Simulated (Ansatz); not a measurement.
Ansatz (a quantum-chemistry and plane-wave program) job for Al(Cl)(Me)(SeH) (CH4AlClSe), SMILES [Al]([SeH])([Cl])[CH3], PBE0/def2-SVPD. Coordinates come from a B3LYP-D3(BJ)/def2-SVP optimisation. The structure was generated by enumeration; whether it is a known compound was not checked. One conformer was computed; it need not be the lowest.

Ansatz 0.2 input:
```yaml
crystal:
  periodic: [false, false, false]
  atoms:
    - {symbol: Al, position_ang: [-0.41274924, 0.66156639, 0.00000000]}
    - {symbol: Cl, position_ang: [1.19622846, 2.03452366, -0.00000000]}
    - {symbol: C, position_ang: [-2.24828149, 1.30042187, 0.00000000]}
    - {symbol: H, position_ang: [-2.43232441, 1.93061517, -0.88665362]}
    - {symbol: H, position_ang: [-2.98504774, 0.48205653, -0.00000000]}
    - {symbol: H, position_ang: [-2.43232441, 1.93061517, 0.88665362]}
    - {symbol: Se, position_ang: [0.22216431, -1.56801393, 0.00000000]}
    - {symbol: H, position_ang: [-1.18434466, -2.02060966, -0.00000000]}
basis:
  gaussian:
    orbitals: def2-SVPD
hamiltonian:
  xc: {name: PBE0}
```

Program output:

```
WARN ansatz: RAYON_NUM_THREADS=1 ignored (pool sized by the plan → 1); use --threads N
Functional definition: PBE0
integrals: 0.10 GiB planned
1430 factors; their error is unknown
mean field: 0.78 GiB planned
mean field evaluation 1: about -85539.0825 eV, gradient 4.5e1 eV
mean field evaluation 2: about -85537.1226 eV, gradient 4.9e1 eV
mean field evaluation 4: about -85543.9891 eV, gradient 2.1e0 eV
mean field evaluation 8: about -85544.3075 eV, gradient 7.0e-2 eV
mean field evaluation 16: about -85544.3075 eV, gradient 2.4e-5 eV
mean field -85544.30747759 eV, -3143.6953157872 hartree, gradient 2.4e-5 eV, S^2 0.000000; 0 other end points of the search recorded, 0 dependent functions left out
reference -85544.30752339 eV, -3143.6953174704 hartree; 37, 37 occupied and 107, 107 virtual orbitals, 1430 factors
Total energy: -85544.30752339 eV, -3143.6953174704 hartree
```

Self-consistency was reached.
